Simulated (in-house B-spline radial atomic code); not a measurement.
How numerical settings move a run on neutral samarium, [Xe] 4f6 6s2. Computed with a B-spline radial code for spherical atoms: scalar-relativistic (X2C) r2SCAN, spherical fractional occupations, Fermi nucleus of rms radius 5.0819 fm.

Command:
```bash
python run_scf.py task.json out
```
Settings of the sound reference run:
```
Z                62
electrons        62
configuration    [Xe] 4f6 6s2
hamiltonian      x2c
method           r2scan
spin_polarised   False
nucleus          fermi
rms_radius       5.0819
mass_number      152
atomic_mass      151.9197
speed_of_light   137.036
knot_spacing     0.22
spline_order     8
gauss_points     12
box_radius       50
max_iterations   70
damping          0.5
damped_steps     3
diis_vectors     10
tolerance        1e-08
start            Thomas-Fermi
```

Time taken, with all properties: 0.39 s on 1 thread of Arm Neoverse V1, with other jobs on the host.

It converges in 10 iterations to -10426.409742 hartree, with 4f at -2.27757 eV. The other runs change the listed settings, some to values that make no sense; their results aren't properties of the atom or ion. Radii are in bohr (the nuclear one in fm), a minus after a letter asks for a j subshell, and «unchanged» means within 1e-8 hartree. The run stops when the residual is below 10 × tolerance × max(1, Z/10), or a noise floor if that is larger, and the energy moves by less than 1e-8 × √|E| hartree; so very loose and very tight tolerances often act alike.

```tsv
changed settings	outcome
max_iterations = 60, diis_vectors = 1, start = bare nucleus	not converged after 60 iterations, last residual 2.6e+00, last energy +3.64e+02 hartree from the reference
electrons = 63, configuration = [Xe] 4f6 6s2 1f1, max_iterations = 75	stopped with error: there is no 1f shell
knot_spacing = 2	converged in 7 iterations, energy +1.59e+03 hartree from the reference, 4f level -3.4e+02 eV (the program warns: 4f reaches the box edge; 3s reaches the box edge)
damping = 0.95	converged in 11 iterations, energy unchanged, 4f level +5.0e-05 eV
knot_spacing = 0.1	converged in 9 iterations, energy -2.39e-04 hartree from the reference, 4f level +1.1e-04 eV
damping = 0.8	converged in 11 iterations, energy unchanged, 4f level +5.2e-05 eV
spline_order = 4	converged in 10 iterations, energy +7.00e-03 hartree from the reference, 4f level -3.2e-03 eV
knot_spacing = 1	converged in 8 iterations, energy +3.01e+02 hartree from the reference, 4f level -8.6e+01 eV (the program warns: 4s reaches the box edge; 4p reaches the box edge)
knot_spacing = 0.3	converged in 10 iterations, energy +6.56e-04 hartree from the reference, 4f level -9.2e-04 eV
damping = 0.2	converged in 9 iterations, energy unchanged, 4f level +9.3e-05 eV
spline_order = 10	converged in 10 iterations, energy -3.40e-07 hartree from the reference, 4f level -1.3e-04 eV
knot_spacing = 2, gauss_points = 6, max_iterations = 100, start = bare nucleus	converged in 8 iterations, energy +1.59e+03 hartree from the reference, 4f level -3.4e+02 eV (the program warns: 3s reaches the box edge; 3p reaches the box edge)
knot_spacing = 1.4	converged in 8 iterations, energy +7.72e+02 hartree from the reference, 4f level -2.0e+02 eV (the program warns: 4s reaches the box edge; 4p reaches the box edge)
spline_order = 7	converged in 10 iterations, energy +1.40e-05 hartree from the reference, 4f level -2.1e-04 eV
electrons = 63, configuration = [Xe] 4f6 6s3, max_iterations = 50	stopped with error: shell 6s holds at most 2 electrons
spline_order = 5	converged in 10 iterations, energy +3.37e-04 hartree from the reference, 4f level +3.6e-04 eV
knot_spacing = 0.75	converged in 10 iterations, energy +1.48e+01 hartree from the reference, 4f level +3.2e-02 eV
```

Question: What happens with knot_spacing = 0.55?

Answer: Converged in 9 iterations, energy +7.55e-01 hartree from the reference, 4f level -2.2e-01 eV.

Question: What happens with spline_order = 6?

Answer: Converged in 10 iterations, energy -5.10e-05 hartree from the reference, 4f level -7.6e-04 eV.

Question: What happens with spline_order = 10, first_knot = 0.0484, max_iterations = 100?

Answer: Converged in 10 iterations, energy +1.16e+01 hartree from the reference, 4f level -2.6e-02 eV.

Question: What happens with spline_order = 6, gauss_points = 4, max_iterations = 3, diis_vectors = 0?

Answer: Not converged after 3 iterations, last residual 1.1e-03, last energy -1.46e-04 hartree from the reference.
